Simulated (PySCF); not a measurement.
Sn(F)(OMe) (CH3FOSn), SMILES C[O][Sn][F] (connectivity only; charge and spin as stated), neutral, multiplicity 1. Atoms are numbered in the order given.

```xyz
7

Sn     0.2379    -0.6118     0.0000
F     -1.7150    -0.3004     0.0000
O      0.7235     1.3258     0.0000
C     -0.1708     2.4162     0.0000
H      0.0024     3.0481    -0.8909
H      0.0024     3.0481     0.8909
H     -1.2273     2.0953     0.0000
```
Charge 0, spin multiplicity 1.

The structure is a stationary point at B3LYP-D3(BJ)/def2-SVP. The def2 effective core potentials stand for the cores of Sn; spin–orbit coupling is left out. Other conformers were not sampled.

These are TDA-CAM-B3LYP/def2-SVPD (PySCF) values and carry that method's errors.

Vertical excitations.  State labels are in the subgroup Cs.

Estimate the UV-visible absorptions. (The exact figures need the calculation; the answer reports its results.)


| state | symmetry | energy (eV) | λ (nm) | f | main pairs |
|---|---|---|---|---|---|
| S1 | A" | 4.39 | 282 | 0.029 | HOMO→LUMO 94 % |
| S2 | A' | 5.05 | 245 | 0.061 | HOMO−1→LUMO 91 % |
| S3 | A" | 5.78 | 215 | 0.127 | HOMO−2→LUMO 91 % |
| S4 | A" | 6.44 | 192 | 0.006 | HOMO−1→LUMO+1 96 % |
| S5 | A' | 6.52 | 190 | 0.109 | HOMO→LUMO+1 94 % |
| S6 | A" | 6.80 | 182 | 0.004 | HOMO−3→LUMO 96 % |
| S7 | A" | 6.95 | 178 | 0.020 | HOMO−1→LUMO+2 77 %, HOMO−1→LUMO+3 14 % |
| S8 | A' | 7.15 | 173 | 0.074 | HOMO−4→LUMO 37 %, HOMO→LUMO+2 30 %, HOMO−2→LUMO+1 20 %, HOMO→LUMO+3 7 % |
| S9 | A' | 7.38 | 168 | 0.136 | HOMO−4→LUMO 37 %, HOMO→LUMO+2 29 %, HOMO→LUMO+3 14 % |
| S10 | A' | 7.83 | 158 | 0.405 | HOMO→LUMO+3 59 %, HOMO→LUMO+2 25 %, HOMO−2→LUMO+2 9 % |
| T1 | A" | 3.51 | 353 | 0 | HOMO→LUMO 83 %, HOMO−2→LUMO 15 % |
| T2 | A' | 3.97 | 312 | 0 | HOMO−1→LUMO 96 % |
| T3 | A" | 4.81 | 258 | 0 | HOMO−2→LUMO 82 %, HOMO→LUMO 14 % |
| T4 | A' | 5.50 | 225 | 0 | HOMO→LUMO+1 76 %, HOMO−2→LUMO+1 19 % |
Triplets are in the Tamm–Dancoff approximation.
